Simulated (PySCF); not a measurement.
Compound: C₈H₁₆Si.
Atom-mapped SMILES: `[CH2:1]=[CH:2][C@@H:3]1[CH2:4][CH2:5][Si@H:6]1[CH2:7][CH2:8][CH3:9]`

NICS = −σ at a ghost point: NICS(0) at the centroid of the ring atoms, NICS(1) 1 Å to either side along the normal of their mean plane, zz for the tensor component along that normal. Level: GIAO KT2/pcSseg-1 (PySCF, non-relativistic, gas phase) on the PBE0-D3(BJ)/def2-SVP geometry, one conformer.

Ring bond lengths (Å): C3–C4 1.557, C4–C5 1.550, C5–Si6 1.894, Si6–C3 1.913.

Task: Give the NICS values of each ring in ppm.

Result: 
```
        ring                                              type  NICS(0)  NICS(1), two faces  NICS(1)zz, two faces  rms pucker (Å)  centre to ring atoms, mean (Å)
C3–C4–C5–Si6  4-membered ring with Si; formal bonds all single     -3.0         -2.2 / -2.0             3.7 / 2.4            0.16                            1.21
```

Task: What do they say, and how far can they be read as aromaticity?

Result: 
- C3–C4–C5–Si6: mean NICS(1)zz 3.0 ppm, deshielded. C3, C4, C5, Si6 have four or more neighbours, so the value isn't read as a sign of a π ring current.

Task: At the second NICS(1) probe listed for ring C3–C4–C5–Si6, 1 Å off the ring, what do the in-plane components average?

Result: The isotropic value is a third of the trace: (3 × -2.0 − (2.4))/2 = -4.2 ppm.

Task: Give the inner angles of the rings.

Result: 
- C3–C4–C5–Si6: C3 85.5°, C4 101.4°, C5 86.3°, Si6 78.4°; sum 351.6° against 360° for a flat convex ring.

Task: How shielded are the nuclei of the rings and their hydrogens (means over atoms taken as equivalent)?

Result: 
```json
{"atoms": "C3", "environment": "sp3 carbon bound to silicon", "σ isotropic (ppm)": "140.9"}
{"atoms": "C4", "environment": "four-membered-ring carbon", "σ isotropic (ppm)": "151.3"}
{"atoms": "C5", "environment": "sp3 carbon bound to silicon", "σ isotropic (ppm)": "171.4"}
{"atoms": "Si6", "environment": "SiH silicon", "σ isotropic (ppm)": "356.2"}
{"atoms": "H on C3", "environment": "methine hydrogen", "σ isotropic (ppm)": "28.91"}
{"atoms": "H on C4", "environment": "methylene hydrogen", "σ isotropic (ppm)": "29.16"}
{"atoms": "H on C4", "environment": "methylene hydrogen", "σ isotropic (ppm)": "28.58"}
{"atoms": "H on C5", "environment": "methylene hydrogen", "σ isotropic (ppm)": "30.10"}
{"atoms": "H on C5", "environment": "methylene hydrogen", "σ isotropic (ppm)": "30.23"}
{"atoms": "H on Si6", "environment": "Si–H hydrogen", "σ isotropic (ppm)": "26.50"}
```

Task: How do the values depend on the level or the medium?

Result: 
```
             level  NICS(0), C3–C4–C5–Si6  mean NICS(1)zz, C3–C4–C5–Si6
 KT2/pcSseg-1, gas                   -3.0                           3.0
PBE0/pcSseg-1, gas                   -3.6                           2.5
```

The geometry is the same throughout.

Conformer computed: `[CH2:1]=[CH:2][C@@H:3]1[CH2:4][CH2:5][Si@H:6]1[CH2:7][CH2:8][CH3:9]`: C1–C2–C3–C4 -135°, C5–Si6–C7–C8 -72°, Si6–C7–C8–C9 180°.
